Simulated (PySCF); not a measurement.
# Correlation energy of Ru⁺ (ruthenium, charge +1)

[Kr] 4d6 5p1, one real determinant (an excited configuration). Computed with PySCF 2.14 in aug-cc-pVTZ-DK (9s8p6d3f2g, 102 functions), with scalar relativity by spin-free X2C-1e. Frozen: [Kr]; 7 electrons correlated.

```json
{"level": "CCSD", "correlation energy (mhartree)": "-129.40"}
{"level": "(T)", "correlation energy (mhartree)": "-3.96"}
{"level": "CCSD(T)", "correlation energy (mhartree)": "-133.36"}
```

Diagnostics: T1 = 0.010, D1 = 0.0362, largest double amplitude 0.062.

The real determinant used has ⟨L²⟩ near 8 against 12 for a pure F term, so it mixes terms.

Cost of the coupled-cluster step: about 70 core-seconds, for 7 correlated electrons.

The reference is one real determinant that mixes LS terms of this configuration.
